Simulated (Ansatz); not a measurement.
`FCN[SiH2]F`, charge 0, multiplicity 1.

(1) Give a relaxed structure at PBE0-D4/def2-TZVP (Ansatz 0.2.0). (Best estimate.)

Answers

(1) Computed: 
Z-matrix (Å, degrees):
```
C
N 1 1.410
F 1 1.393 2 112.4
H 1 1.093 2 109.9 3 -118.8
H 1 1.093 2 111.3 3 119.0
Si 2 1.710 1 124.8 3 86.1
H 2 1.009 1 113.9 3 -76.5
F 6 1.598 2 114.5 1 -81.6
H 6 1.479 2 107.1 1 36.6
H 6 1.478 2 107.8 1 160.4
```
This is one stationary point; other conformers may exist.
